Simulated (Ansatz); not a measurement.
A trace of molecular dynamics of Cl2FH3O2W (9 atoms, charge 0, multiplicity 1).

Theory: RHF/def2-SVP in Ansatz.

| Quantity | Value |
| --- | --- |
| ensemble | NVE (velocity Verlet) |
| starting velocities drawn for | 3000 K |
| seed | 775316 |

```json
{"time (fs)": "0", "T (K)": "3000", "potential energy less start (eV)": "0.000", "conserved less start (meV/atom)": "0.00"}
{"time (fs)": "4", "T (K)": "1995", "potential energy less start (eV)": "0.936", "conserved less start (meV/atom)": "2.92"}
{"time (fs)": "8", "T (K)": "1704", "potential energy less start (eV)": "1.186", "conserved less start (meV/atom)": "1.47"}
{"time (fs)": "12", "T (K)": "1626", "potential energy less start (eV)": "1.270", "conserved less start (meV/atom)": "2.97"}
{"time (fs)": "16", "T (K)": "2196", "potential energy less start (eV)": "0.734", "conserved less start (meV/atom)": "0.64"}
{"time (fs)": "20", "T (K)": "1723", "potential energy less start (eV)": "1.190", "conserved less start (meV/atom)": "3.88"}
{"time (fs)": "24", "T (K)": "1871", "potential energy less start (eV)": "1.025", "conserved less start (meV/atom)": "0.36"}
{"time (fs)": "28", "T (K)": "1374", "potential energy less start (eV)": "1.504", "conserved less start (meV/atom)": "3.69"}
{"time (fs)": "32", "T (K)": "1944", "potential energy less start (eV)": "0.963", "conserved less start (meV/atom)": "0.83"}
{"time (fs)": "36", "T (K)": "1957", "potential energy less start (eV)": "0.976", "conserved less start (meV/atom)": "3.66"}
{"time (fs)": "40", "T (K)": "2002", "potential energy less start (eV)": "0.910", "conserved less start (meV/atom)": "0.72"}
{"time (fs)": "44", "T (K)": "1426", "potential energy less start (eV)": "1.454", "conserved less start (meV/atom)": "3.33"}
{"time (fs)": "48", "T (K)": "1779", "potential energy less start (eV)": "1.109", "conserved less start (meV/atom)": "0.44"}
{"time (fs)": "52", "T (K)": "1753", "potential energy less start (eV)": "1.151", "conserved less start (meV/atom)": "2.52"}
{"time (fs)": "56", "T (K)": "1764", "potential energy less start (eV)": "1.128", "conserved less start (meV/atom)": "1.11"}
{"time (fs)": "60", "T (K)": "1735", "potential energy less start (eV)": "1.165", "conserved less start (meV/atom)": "2.25"}
{"time (fs)": "64", "T (K)": "1594", "potential energy less start (eV)": "1.284", "conserved less start (meV/atom)": "1.29"}
{"time (fs)": "68", "T (K)": "1403", "potential energy less start (eV)": "1.463", "conserved less start (meV/atom)": "1.95"}
{"time (fs)": "72", "T (K)": "1083", "potential energy less start (eV)": "1.749", "conserved less start (meV/atom)": "1.67"}
{"time (fs)": "76", "T (K)": "1387", "potential energy less start (eV)": "1.483", "conserved less start (meV/atom)": "2.68"}
{"time (fs)": "80", "T (K)": "1640", "potential energy less start (eV)": "1.246", "conserved less start (meV/atom)": "1.79"}
{"time (fs)": "84", "T (K)": "1856", "potential energy less start (eV)": "1.056", "conserved less start (meV/atom)": "2.37"}
{"time (fs)": "88", "T (K)": "1339", "potential energy less start (eV)": "1.519", "conserved less start (meV/atom)": "1.83"}
{"time (fs)": "92", "T (K)": "1483", "potential energy less start (eV)": "1.396", "conserved less start (meV/atom)": "2.65"}
{"time (fs)": "96", "T (K)": "1429", "potential energy less start (eV)": "1.434", "conserved less start (meV/atom)": "1.46"}
{"time (fs)": "100", "T (K)": "1475", "potential energy less start (eV)": "1.409", "conserved less start (meV/atom)": "3.24"}
```

Task: Can this run be trusted? Judge the integration.

Result: The conserved energy wandered by up to 6.0 meV per atom (net 3.2 meV per atom), which is poor conservation. Over the second half the temperature averaged 0.49 of the 3000 K drawn at the start: a run that starts near a minimum puts about half its kinetic energy into the potential. A run of 0.1 ps of so small a system gives no equilibrium averages. The time step was 1 fs.

Run time: 5.4 min on 2 threads of Intel(R) Xeon(R) Platinum 8259CL CPU @ 2.50GHz (Skylake/Cascade Lake), on a shared host, peak memory 0.33 GiB.
